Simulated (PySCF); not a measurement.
# From computed data to an observable: oscillator strength and radiative lifetime

Ge(Cl)(NH2) (ClGeH2N), SMILES [NH2][Ge][Cl] (connectivity only; charge and spin as stated), neutral, multiplicity 1.

The structure is a stationary point at B3LYP-D3(BJ)/def2-TZVP. The values are those of a single conformer.

TDDFT-LC-ωPBE/def2-SVPD (PySCF) puts the first singlet state with f over 0.02 at 4.70 eV (vertical), with the transition dipole (0.000, 0.000, -0.661) in atomic units.

Find the oscillator strength, the wavelength and the radiative lifetime that this transition would have in vacuum if emission retraced absorption.


|μ|² = 0.4369 au, so |μ| = 1.68 D. ΔE = 4.70/27.211 = 0.1727 hartree. f = (2/3) ΔE |μ|² = 0.050 (the program prints 0.050).
λ = 1239.84/4.70 = 264 nm; ν = 37908 cm⁻¹.
Einstein's coefficient A = 0.6670 ν² f s⁻¹ (ν in cm⁻¹) = 4.8e7 s⁻¹, so τ = 1/A = 21 ns. This state is S1. The figure is the radiative limit of this one transition; relaxation, internal conversion, crossing to triplets and a medium change what is measured.
